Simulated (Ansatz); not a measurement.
Ideal-gas functions of CH$_{2}$F$_{2}$SSi, SMILES `F[Si]1(F)CS1` at 800 K and 1 bar, from an Ansatz frequency run at PBE0-D4/def2-TZVP.

Molar mass 112.18 g/mol, point group Cs (symmetry number 1), electronic degeneracy 1, moments of inertia 98.116, 198.627, 223.537 u Å². Harmonic wavenumbers (cm⁻¹, unscaled): 181, 231, 297, 325, 496, 587, 744, 751, 935, 975, 989, 1054, 1418, 3132, 3217.

Use S(trans) = R[1.5 ln M + 2.5 ln T − 1.1517]; rotational temperatures θ = 24.2544 K / I; S(rot) = R[ln(√π/σ · √(T³/θAθBθC)) + 1.5]; for each mode x = 1.438777 ν̃/T, S = R[x/(eˣ − 1) − ln(1 − e⁻ˣ)] and H = RT x/(eˣ − 1); 1 cm⁻¹ = 0.0119627 kJ/mol; R = 8.31446 J/(mol·K).

Problem. By hand: the entropy, in J/(mol·K).

Solution. Translation 188.2. Rotation: θ = 0.2472, 0.1221, 0.1085 K, giving 124.4. Vibration, mode by mode: 17.68, 15.68, 13.63, 12.90, 9.53, 8.24, 6.49, 6.42, 4.91, 4.63, 4.54, 4.14, 2.47, 0.20, 0.17, in all 111.6. Electronic 0.0. Sum 424.2 J/(mol·K).

Problem. By hand: H − E and G − E in kJ/mol, counted from the electronic energy.

Solution. Zero-point energy ½ × 15332 × 0.0119627 = 91.7; thermal vibration 46.4; translation, rotation and pV give 4 RT = 26.6. H − E = 164.7 kJ/mol, and G − E = 164.7 − 800 × 424.2/1000 = -174.7 kJ/mol.

Vibration gives 26 % of the entropy.
